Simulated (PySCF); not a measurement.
Ge(OH)2(SH)2, H₄GeO₂S₂, SMILES [OH][Ge]([OH])([SH])[SH], CAM-B3LYP/def2-SVP optimised geometry.

```
9

O      1.01    -1.04     0.00
Ge    -0.75    -1.04     0.00
O     -1.39     0.60     0.00
S     -1.61    -1.88     1.86
S     -1.22    -2.14    -1.86
H      1.39    -0.79     0.85
H     -1.30     1.04    -0.85
H     -2.21    -0.70     2.14
H      0.09    -2.26    -2.15
```

Density from CAM-B3LYP/def2-TZVP (PySCF) at that geometry.

Minimum of the electron density along straight lines between bonded atoms, close to the bond critical point (lines longer than 1.1 times the sum of covalent radii, or with two minima, are not listed):

```csv
bond,length / Å,ρ at the minimum / e bohr⁻³,∇²ρ there / e bohr⁻⁵,position (fraction from the first atom)
O1–Ge2,1.767,0.148,0.66,0.53
Ge2–O3,1.767,0.148,0.66,0.47
Ge2–S4,2.205,0.109,0.03,0.44
Ge2–S5,2.205,0.109,0.03,0.44
O1–H6,0.966,0.351,-2.36,0.81
O3–H7,0.966,0.351,-2.36,0.81
S4–H8,1.350,0.212,-0.60,0.65
S5–H9,1.350,0.212,-0.60,0.65
```
